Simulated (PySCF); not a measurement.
Molecule: `BC[c+]1cc1`, [C$_{4}$H$_{6}$B]+.

Molfile (atoms numbered from 1):
```
C4H6B
     RDKit          3D

 11 11  0  0  0  0  0  0  0  0999 V2000
   -1.6374    0.5202    0.6490 B   0  0  0  0  0  0  0  0  0  0  0  0
   -0.8247   -0.1386   -0.5617 C   0  0  0  0  0  0  0  0  0  0  0  0
    0.5869   -0.2194   -0.2917 C   0  0  0  0  0  0  0  0  0  0  0  0
    1.6733   -0.8887    0.2318 C   0  0  0  0  0  0  0  0  0  0  0  0
    1.8396    0.3573   -0.2657 C   0  0  0  0  0  0  0  0  0  0  0  0
   -1.0847    0.9361    1.6329 H   0  0  0  0  0  0  0  0  0  0  0  0
   -2.8268    0.5787    0.5022 H   0  0  0  0  0  0  0  0  0  0  0  0
   -1.2725   -1.1303   -0.7444 H   0  0  0  0  0  0  0  0  0  0  0  0
   -1.0406    0.5097   -1.4303 H   0  0  0  0  0  0  0  0  0  0  0  0
    2.1028   -1.7769    0.7008 H   0  0  0  0  0  0  0  0  0  0  0  0
    2.4998    1.1992   -0.4859 H   0  0  0  0  0  0  0  0  0  0  0  0
  1  2  1  0
  2  3  1  0
  3  4  1  0
  4  5  2  0
  5  3  1  0
  1  6  1  0
  1  7  1  0
  2  8  1  0
  2  9  1  0
  4 10  1  0
  5 11  1  0
M  CHG  1   3   1
M  END
```

Geometry PBE0-D3(BJ)/def2-SVP throughout; GIAO in PySCF, gas phase, one conformer, non-relativistic; equivalent atoms averaged; functional PBE0.

**Question.** How do the shifts δ (against BF3·OEt2, TMS at the same level) depend on the basis set? (ppm; last column core-seconds on shared hosts with different chips, so compare them loosely)

**Answer.** 
```tsv
basis set	functions	B1	C3	C4/C5	C2	H10/H11	H6/H7	H8/H9	core-s
STO-3G	31	85.0	153.7	143.0	34.8	10.67	7.65	4.81	2.2
6-31G	57	78.6	183.4	163.1	38.0	10.37	8.64	4.82	3.8
pcSseg-0	57	91.8	204.2	185.9	42.7	10.09	8.82	4.79	2.8
6-31G*	82	78.8	177.2	157.9	33.9	9.96	7.95	4.34	4.9
def2-SVP	100	81.3	182.4	162.3	33.8	10.04	7.73	4.37	6.8
cc-pVDZ	100	82.4	184.0	163.5	36.6	10.10	7.84	4.47	5.6
pcSseg-1	115	86.0	192.6	173.1	37.8	10.21	7.66	4.54	7.4
aug-cc-pVDZ	169	81.7	181.2	161.6	35.0	10.21	7.83	4.55	11
6-311+G(2d,p)	171	83.1	188.3	168.5	36.6	10.11	7.68	4.39	12
def2-TZVP	191	84.3	191.2	170.6	37.3	10.14	7.67	4.41	17
cc-pVTZ	234	83.4	189.1	169.4	37.1	10.15	7.55	4.45	17
IGLO-III	235	88.4	194.6	173.9	37.7	10.14	7.62	4.44	17
pcSseg-2	264	88.1	196.5	175.8	38.3	10.17	7.52	4.45	23
```

**Question.** Which nucleus moves most, in ppm?

**Answer.** C3 (unsaturated ring carbon): from 153.7 ppm with STO-3G to 204.2 ppm with pcSseg-0. The smallest spread is 0.47 ppm, at H8/H9. Proton shifts span only some 12 ppm, so a few tenths of a ppm matter as much there as several ppm in carbon.

**Question.** Taking the largest basis, pcSseg-2 (264 functions), as the yardstick, rank the others by their worst heavy-atom deviation.

**Answer.** IGLO-III 1.9 ppm (235 functions), pcSseg-1 3.9 ppm (115 functions), def2-TZVP 5.4 ppm (191 functions), cc-pVTZ 7.4 ppm (234 functions), 6-311+G(2d,p) 8.2 ppm (171 functions), pcSseg-0 10.1 ppm (57 functions), cc-pVDZ 12.5 ppm (100 functions), 6-31G 13.1 ppm (57 functions), def2-SVP 14.2 ppm (100 functions), aug-cc-pVDZ 15.3 ppm (169 functions), 6-31G* 19.3 ppm (82 functions), STO-3G 42.8 ppm (31 functions).

A small basis that lands close on one nucleus may do so by chance; judge by the trend and by all nuclei.
